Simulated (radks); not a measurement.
The numbers below are computed, except where a source is named.
Coulomb parameter of the 5d shell of the tantalum ion Ta2+ in the model configuration [Xe] 4f14 5d2 6p1, as a second difference U = [E(n + 0.25) + E(n - 0.25) - 2 E(n)] / (0.25)^2 with all orbitals relaxed. "Bare": the charge of the atom changes with n. "Screened": the 6p shell takes up the change at fixed total charge, which measures U(5d,5d) + U(6p,6p) - 2 U(5d,6p). Code: a radial shooting solver on a logarithmic mesh with Libxc functionals. Model: Dirac Kohn-Sham, PBE, spin-unpolarised, spherical densities, finite nucleus; open shells are shared between the two j in proportion to 2j + 1; Fermi nuclear charge, rms radius 5.3507 fm.

case                      configuration  E - E(n) (eV)
start                 [Xe] 4f14 5d2 6p1          0.000
bare +0.25         [Xe] 4f14 5d2.25 6p1         -5.023
bare -0.25         [Xe] 4f14 5d1.75 6p1          5.678
screened +0.25  [Xe] 4f14 5d2.25 6p0.75         -1.758
screened -0.25  [Xe] 4f14 5d1.75 6p1.25          1.856

U(bare) = 10.473 eV, U(screened by 6p) = 1.567 eV.
